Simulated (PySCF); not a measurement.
Computed IR spectrum (relative IR intensity) of a molecule C₃H₄BrF. Coordinates come from a PBE-D3(BJ)/def2-SVP optimisation. One conformer was computed; it need not be the lowest. Method: PBE-D3(BJ)/def2-SVP run with PySCF. Frequencies are harmonic and unscaled.

Lines under 2 % of the strongest are left out, and lines within 2 cm⁻¹ are merged.

| ν (cm⁻¹) | relative intensity |
|---|---|
| 227 | 4.6 |
| 314 | 3.6 |
| 417 | 4.5 |
| 609 | 14 |
| 792 | 11 |
| 872 | 11 |
| 935 | 16 |
| 956 | 26 |
| 996 | 15 |
| 1030 | 5.3 |
| 1047 | 9.3 |
| 1145 | 100 |
| 1173 | 15 |
| 1219 | 3.3 |
| 1337 | 9.3 |
| 1416 | 49 |
| 3090 | 5.9 |

Task: Identify the compound among the candidates.
(A) C/C=C(\F)Br
(B) F[C@@H]1C[C@H]1Br
(C) C/C(Br)=C\F
(D) C/C(F)=C\Br

Result: B, F[C@@H]1C[C@H]1Br
